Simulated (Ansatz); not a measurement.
Total energies of the cluster HfS₂⁺ (the lowest doublet isomer of a short search) from Ansatz at r2SCAN-D4/def2-TZVP, gas phase (1 Eh = 27.2114 eV = 2625.5 kJ/mol). The reference geometry is relaxed at PBE-D4/def2-TZVP.

```xyz
3

Hf   -0.873    0.405   -0.429
S     1.158   -0.128   -1.181
S    -0.284   -0.278    1.610
```

```csv
state,geometry,energy (Eh)
charge 1 doublet,reference,-844.14619
charge 0 singlet,reference,-844.42464
charge 1 quartet,relaxed at PBE-D4/def2-TZVP,-844.08553
```

In the def2 sets Hf takes a core potential; there is no spin–orbit coupling.

Problem. Work out the vertical electron affinity, to the singlet.

Solution. E(charge 1 doublet) − E(charge 0 singlet) = -844.14619 − (-844.42464) = 0.27845 Eh = 7.58 eV.

Problem. Which of the charge 1 states is lowest, and how far above it are the others?

Solution. The doublet. quartet: -844.08553 − (-844.14619) = 0.06066 Eh = 159.3 kJ/mol.

The structure comes from a short search, and lower isomers may exist.
